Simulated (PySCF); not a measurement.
Numbering as in the mapped SMILES `[BH2:1][C:2](=[CH2:3])[CH2:4][CH3:5]`; H(Xn) means a hydrogen on atom n. Ha(C3) is cis to B1; Hb(C3) is trans to B1.

Geometry: PBE0-D3(BJ)/def2-SVP; GIAO absolute shieldings from PySCF 2.14, gas phase, non-relativistic, averaged over equivalent atoms.

At B97-D/pcSseg-1 (130 basis functions, 15 s wall time on 1 thread of an Arm Neoverse V1, shared host):
```
 atoms  σ (ppm)
    B1     28.6
    C2     15.6
    C3     26.8
    C4    141.8
    C5    159.6
 H(B1)    24.76
Hb(C3)    24.82
Ha(C3)    25.03
 H(C4)    29.07
 H(C5)    30.27
```

What do these become at PBE0/6-311+G(2d,p)?

Answers


```json
{"atoms": "B1", "σ at PBE0/6-311+G(2d,p)": "28.6", "change": "+0.0"}
{"atoms": "C2", "σ at PBE0/6-311+G(2d,p)": "18.7", "change": "+3.1"}
{"atoms": "C3", "σ at PBE0/6-311+G(2d,p)": "29.9", "change": "+3.1"}
{"atoms": "C4", "σ at PBE0/6-311+G(2d,p)": "151.2", "change": "+9.4"}
{"atoms": "C5", "σ at PBE0/6-311+G(2d,p)": "168.9", "change": "+9.3"}
{"atoms": "H(B1)", "σ at PBE0/6-311+G(2d,p)": "24.47", "change": "-0.29"}
{"atoms": "Hb(C3)", "σ at PBE0/6-311+G(2d,p)": "24.76", "change": "-0.06"}
{"atoms": "Ha(C3)", "σ at PBE0/6-311+G(2d,p)": "24.96", "change": "-0.07"}
{"atoms": "H(C4)", "σ at PBE0/6-311+G(2d,p)": "29.14", "change": "+0.07"}
{"atoms": "H(C5)", "σ at PBE0/6-311+G(2d,p)": "30.46", "change": "+0.19"}
```

The largest change is at C4 (allylic sp3 CH2). Cost: 189 basis functions, 17 s wall time on 1 thread of an Arm Neoverse V1, shared host. The order of the carbon signals is the same at both levels.

A carbon bonded to boron is broadened by the quadrupolar boron nucleus and is often missing from a measured spectrum.
